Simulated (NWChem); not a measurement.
System: HSeOF; SMILES O[Se]F

```xyz
4

Se     0.4010     0.0123     0.0053
F     -0.6847    -1.4167     0.0104
O     -0.7991     1.3517     0.0721
H     -1.0802     1.5206    -0.8518
```
Atoms are numbered in this order, from 1.

Results from NWChem. Pople sets run with spherical d functions. Structure relaxed at the PBE-D3(BJ)/def2-SVP level. Ions are spin-unrestricted doublets at the neutral geometry; other ion states weren't tried. Functional: LC-ωPBE (HJS hole) with 6-31G*; the question gives the range parameter ω in 1/bohr.

Task: Predict the results for range parameter (1/bohr) 0.25. Quantities: vertical ionisation energy, ΔSCF (eV); −ε(HOMO) (eV).

Result: 
- vertical ionisation energy, ΔSCF (eV) = 9.38
- −ε(HOMO) (eV) = 8.47
